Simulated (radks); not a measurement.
Problem. The table gives one normalised radial function P(r) = r R(r) of Sr in [Kr] 5s2 (r in bohr). Method: scalar-relativistic Kohn-Sham, PBE, spin-polarised, spherical densities, finite nucleus; Fermi nuclear charge, rms radius 4.224 fm; computed with a radial shooting solver on a logarithmic mesh with Libxc functionals.

r	P
0.004286	0.0896
0.005762	0.1121
0.007747	0.1370
0.01042	0.1621
0.014	0.1830
0.01868	0.1920
0.02511	0.1793
0.03376	0.1316
0.04539	0.0392
0.06103	-0.0941
0.08205	-0.2368
0.1094	-0.3204
0.1471	-0.2654
0.1978	-0.0263
0.266	0.3092
0.3576	0.5086
0.4808	0.3446
0.6412	-0.1550
0.8621	-0.7216
1.159	-0.9847
1.558	-0.8264
2.095	-0.4580
2.794	-0.1706
3.757	-0.0383
5.051	-0.0047
6.791	-0.0003
9.13	0.0000
12.28	0.0000

Which n and l does it have? It may be an empty orbital.

Solution. n = 4, l = 0: the number of nodes gives n - l - 1 = 3, the rise at small r (about r^(l+1), flatter next to the nucleus through relativity) gives l, and the extent must fit the shell. The curve is that of 4s. 4s: eigenvalue -40.900 eV, 3 radial nodes at r = 0.0499, 0.203, 0.593 bohr, <r> = 1.36 bohr, 90 % of the charge inside 1.99 bohr.
